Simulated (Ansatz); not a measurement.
Two members of one family (Series GaX3), computed with Ansatz in the gas phase. The two geometries come from different levels. Binding counts from free atoms in the multiplicity of their measured ground term, without zero-point energy. The structures are stationary points that may keep the symmetry of their start.

First: Ga(OH)3 (singlet, charge 0, PBE-D4/def2-SVP geometry).

```xyz
7

Ga    0.0000    0.0002    0.0002
O    -0.8888   -1.3254   -0.8240
H    -0.5303   -1.4687   -1.7198
O    -0.4509    0.4803    1.6705
H    -1.1915   -0.0668    1.9929
O     1.3396    0.8450   -0.8466
H     1.7217    1.5354   -0.2732
```

```json
{"level": "PBE-D4/def2-SVP", "HOMO (eV)": "-6.81", "LUMO (eV)": "-1.74", "gap (eV)": "5.07", "binding per atom (eV)": "3.73"}
{"level": "B3LYP-D4/6-31G", "HOMO (eV)": "-8.38", "LUMO (eV)": "-1.66", "gap (eV)": "6.72", "binding per atom (eV)": "3.41"}
{"level": "PBE0-D4/def2-SVP", "HOMO (eV)": "-8.64", "LUMO (eV)": "-0.82", "gap (eV)": "7.82", "binding per atom (eV)": "3.57"}
{"level": "LC-ωPBE/def2-TZVP", "HOMO (eV)": "-11.88", "LUMO (eV)": "1.23", "gap (eV)": "13.12", "binding per atom (eV)": "3.65"}
{"level": "ωB97M-V/def2-TZVP", "HOMO (eV)": "-11.44", "LUMO (eV)": "0.75", "gap (eV)": "12.19", "binding per atom (eV)": "3.65"}
```

Second: Ga(NH2)3 (singlet, charge 0, PBE0-D4/def2-SVP geometry).

```xyz
10

Ga   -0.037   -0.010    0.021
N     0.305    1.262    1.274
H     0.138    2.246    1.110
H     0.973    1.126    2.020
N     0.495   -1.725    0.303
H     0.452   -2.431   -0.418
H     1.168   -1.974    1.017
N    -1.063    0.395   -1.423
H    -1.262    1.348   -1.697
H    -1.169   -0.237   -2.207
```

Question: Estimate the same table for the second.

Answer: 
| level | HOMO (eV) | LUMO (eV) | gap (eV) | binding per atom (eV) |
| --- | --- | --- | --- | --- |
| PBE-D4/def2-SVP | -4.80 | -0.22 | 4.58 | 3.40 |
| B3LYP-D4/6-31G | -5.94 | 0.07 | 6.01 | 3.28 |
| PBE0-D4/def2-SVP | -6.32 | 0.65 | 6.96 | 3.32 |
| LC-ωPBE/def2-TZVP | -9.55 | 2.38 | 11.93 | 3.35 |
| ωB97M-V/def2-TZVP | -9.05 | 1.74 | 10.78 | 3.36 |
